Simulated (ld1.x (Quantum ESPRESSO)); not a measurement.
**What one change does to a pseudopotential (tantalum, PAW)**

tantalum (Ta), PAW, made with ld1.x (Quantum ESPRESSO) 7.5 (PBE, scalar-relativistic). Core [Xe] 4f14, reference 5d3 6s1 6p0 (charge +1). Waves: 6s (bound): rcut 2.50, rcutus 2.75 bohr; 6s channel at 0.3 Ry: rcut 2.50, rcutus 2.75 bohr; 6p (bound, empty): rcut 2.65, rcutus 3.45 bohr; 6p channel at 0.05 Ry: rcut 2.65, rcutus 3.45 bohr; 5d (bound): rcut 2.40, rcutus 3.15 bohr; 5d channel at 1.55 Ry: rcut 2.40, rcutus 3.15 bohr. Local part: all-electron potential smoothed inside 3.10 bohr (lloc = -1). Core correction: Bessel-smoothed model core inside 1.55 bohr. Augmentation charge: PSQ, inside the norm-conserving radii.

Change: all radii but the core radius scaled by about 0.89 (s 2.46, p 3.08, d 2.82 bohr, rcut 2.24/2.38/2.14); local potential all-electron potential smoothed inside 2.78 bohr (lloc = -1).

Cutoffs: the cutoffs (Ry, on a coarse ladder) from which the occupation-weighted sum of valence levels, in a spherical-Bessel basis at the reference potential, stays within 10 and 1 mRy of its value at 400 Ry; they do not see the model core or the augmentation charge, which bear on the density cutoff. Errors are all-electron minus pseudo energies relative to the spin-unpolarised reference configuration.

Problem. How do hardness, ghosts and transferability respond?

Solution. The potential gets harder (10 Ry and 12 Ry → 12 Ry and 15 Ry); the number of tests with a reliable result goes from 7 to 1 (the test run of the changed file stopped, so its transferability is not established); neither file shows a bound ghost. A smaller radius makes the pseudo-wave follow the all-electron one further in, where it bends more sharply, so more plane waves are needed.

```csv
quantity,base,changed
"cutoff, loose",10 Ry,12 Ry
"cutoff, tight",12 Ry,15 Ry
loose cutoff by channel (10 mRy a level),"s 6 Ry, d 8 Ry","s 6 Ry, d 10 Ry"
bound ghosts,none,none
tests with a reliable result,7 of 7,1 of 7 (the test run stopped)
"error for 5d3 6s2 6p0, meV [ΔE -8.47 eV]",-4.3,+0.1
lowest overlap eigenvalue by channel,"s 0.43, p 0.54, d 0.86","s 0.54, p 0.55, d 0.86"
```
